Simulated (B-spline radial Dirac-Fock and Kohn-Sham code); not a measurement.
A summary of the ionisation energies of palladium (Z = 46) against charge, from Dirac-Fock (average of configuration) total-energy differences with a finite nucleus, the Breit interaction including its frequency dependence, and self-energy and vacuum-polarisation corrections and from the NIST table. The largest relative steps of the computed values, from charge +5 on, come at Pd¹⁰⁺ (36 electrons left, 159.7 to 239.3 eV); Pd¹⁸⁺ (28 electrons left, 456.2 to 812.4 eV); Pd³⁶⁺ (10 electrons left, 2248.1 to 5332.2 eV); Pd⁴⁴⁺ (2 electrons left, 6942.9 to 28773.8 eV). The median of |NIST − computed| / NIST over the 46 ions is 0.69 %.

| charge | computed (eV) | NIST (eV) |
| --- | --- | --- |
| 0 | 6.45 | 8.336839 |
| 3 | 47.68 | 46 |
| 6 | 99.66 | 101 |
| 9 | 159.7 | 159.9 |
| 12 | 287.6 | 286 |
| 15 | 364.2 | 369.1 |
| 18 | 812.4 | 810 |
| 21 | 1005.0 | 1000 |
| 24 | 1212.1 | 1218 |
| 27 | 1433.5 | 1438 |
| 30 | 1794.0 | 1781.3 |
| 33 | 2007.3 | 2016 |
| 36 | 5332.2 | 5284 |
| 39 | 5936.8 | 5880 |
| 42 | 6752.0 | 6759 |
| 45 | 29622.8 | 29622.68 |
